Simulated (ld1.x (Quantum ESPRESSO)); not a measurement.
Which change was made? (B, ultrasoft)

boron (B), ultrasoft, made with ld1.x (Quantum ESPRESSO) 7.5 (PW91, scalar-relativistic). Core [He], reference 2s2 2p1. Waves: 2s (bound): rcut 1.20, rcutus 1.65 bohr; 2s channel at 2.95 Ry: rcut 1.20, rcutus 1.65 bohr; 2p (bound): rcut 1.80, rcutus 2.50 bohr; 2p channel at 1.9 Ry: rcut 1.80, rcutus 2.50 bohr; 3d channel at 0.45 Ry: rcut 1.80, rcutus 2.50 bohr; 3d channel at 2.45 Ry: rcut 1.80, rcutus 2.50 bohr. Local part: all-electron potential smoothed inside 1.30 bohr (lloc = -1). Core correction: Bessel-smoothed model core, default radius (core density twice the valence density). Augmentation charge: PSQ, radius 1.20 bohr.

Cutoffs, loose and tight: the cutoffs (Ry, on a coarse ladder) from which the occupation-weighted sum of valence levels, in a spherical-Bessel basis at the reference potential, stays within 10 and 1 mRy of its value at 400 Ry. They do not see the model core or the augmentation charge, which bear on the density cutoff. Test errors are all-electron minus pseudo excitation energies from the reference, over the configurations 2s2 2p0; 2s1 2p0; 2s2 2p0.5; 2s2 2p1.3; 2s1 2p2; 2s0 2p3; 2s1 2p1; variants that change the core or the reference have their own tests.

The base gives: outcome: generated, overlap not positive; bound ghosts: not determined (overlap not positive); largest test error (meV): +411.

After one change the result is: outcome: generated; cutoff, loose: 18 Ry; cutoff, tight: 45 Ry; bound ghosts: none; largest test error (meV): +128. Which change was it?
A. functional PBE
B. local potential all-electron potential smoothed inside 1.92 bohr (lloc = -1)
C. all radii but the core radius scaled by about 0.85 (s 1.40, p 2.14, d 2.14 bohr, rcut 1.02/1.54/1.54); local potential all-electron potential smoothed inside 1.12 bohr (lloc = -1); augmentation PSQ, radius 1.02 bohr
D. waves 2p (bound): rcut 1.80, rcutus 3.56 bohr; 2p channel at 1.9 Ry: rcut 1.80, rcutus 3.56 bohr
E. type TM; waves now 2s (bound): rc 1.65 bohr; 3d channel at 0.45 Ry: rc 2.50 bohr; 2p (bound): rc 2.50 bohr; local potential the p channel

E. The others give: functional PBE → outcome: generated, overlap not positive; bound ghosts: not determined (overlap not positive); largest test error (meV): +255 | waves 2p (bound): rcut 1.80, rcutus 3.56 bohr; 2p channel at 1.9 Ry: rcut 1.80, rcutus 3.56 bohr → outcome: generated; cutoff, loose: 6 Ry; cutoff, tight: 8 Ry; bound ghosts: none; largest test error (meV): +9.4 | all radii but the core radius scaled by about 0.85 (s 1.40, p 2.14, d 2.14 bohr, rcut 1.02/1.54/1.54); local potential all-electron potential smoothed inside 1.12 bohr (lloc = -1); augmentation PSQ, radius 1.02 bohr → outcome: generated, overlap not positive; bound ghosts: not determined (overlap not positive); largest test error (meV): +20 | local potential all-electron potential smoothed inside 1.92 bohr (lloc = -1) → outcome: generated; cutoff, loose: 8 Ry; cutoff, tight: 12 Ry; bound ghosts: none; largest test error (meV): +8.7. A file whose overlap is not positive is unfit for use, and its test errors describe a broken file.
